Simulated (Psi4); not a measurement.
A dimer, HBr ··· Br2 (SMILES Br and BrBr); the first 2 atoms form monomer A.

```
4

Br     0.7124     0.0000     0.0000
H     -0.7124     0.0000     0.0000
Br     0.0310    -1.1016     2.8948
Br    -0.4259    -1.9083     5.0168
```

Problem. What interaction energy does SAPT0/jun-cc-pVDZ, frozen core in Psi4 give, and which attractive term is the largest?

Solution. Total 0.32 kcal/mol: electrostatics -5.73, exchange 11.78, induction -2.93, dispersion -2.80. The most attractive term is electrostatics.
